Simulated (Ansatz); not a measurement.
Task: Name a neutral molecule of Br, O, Si and H with zero-point energy (PBE0-D4/def2-TZVP) between 24 and 40 kJ/mol and HOMO energy (B3LYP/def2-TZVPP) between -7.60 and -7.30 eV (Ansatz, PBE0-D4/def2-TZVP geometry).

Result: `O[Si]Br` (39.7 kJ/mol, -7.35 eV). Other molecules can fit too; these were computed, each in one conformer that needn't be the lowest.

B3LYP here is the variant with VWN-RPA as its local correlation; programs differ in this.
